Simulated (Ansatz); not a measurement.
Frontier orbitals of C$_{2}$H$_{4}$F$_{3}$InO (`FC(F)(F)C[O][InH2]`).

Z-matrix (Å, degrees):
```
C
F 1 1.335
F 1 1.360 2 106.9
F 1 1.332 2 107.9 3 -114.1
C 1 1.517 2 111.8 3 121.0
O 5 1.377 1 111.2 2 -173.9
H 5 1.098 1 106.6 2 65.2
H 5 1.102 1 105.9 2 -49.0
In 6 2.018 5 120.1 1 71.2
H 9 1.700 6 110.1 5 -153.9
H 9 1.708 6 111.7 5 30.4
```

Charge 0, multiplicity 1. Correlated methods include outer-core shells of In, which these sets cover unevenly. In: def2 effective core potential. The structure was optimised at the PBE0-D4/def2-TZVP level. It is one conformer, not always the lowest. Basis def2-TZVPP, Ansatz 0.2.0.

```json
{"functional": "LDA (SPW92)", "HOMO (eV)": "-6.58", "LUMO (eV)": "-2.62", "gap (eV)": "3.96"}
{"functional": "PBE", "HOMO (eV)": "-6.37", "LUMO (eV)": "-2.33", "gap (eV)": "4.04"}
{"functional": "PBE0", "HOMO (eV)": "-7.89", "LUMO (eV)": "-1.61", "gap (eV)": "6.28"}
{"functional": "BHLYP", "HOMO (eV)": "-9.38", "LUMO (eV)": "-1.00", "gap (eV)": "8.38"}
{"functional": "ωB97M-V", "HOMO (eV)": "-10.28", "LUMO (eV)": "-0.15", "gap (eV)": "10.13"}
```

From PBE to PBE0 the HOMO moves by −1.52 eV and the LUMO by +0.72 eV, and with ωB97M-V by −3.91 and +2.18 eV, so the gap grows from 4.04 to 10.12 eV with exact exchange.
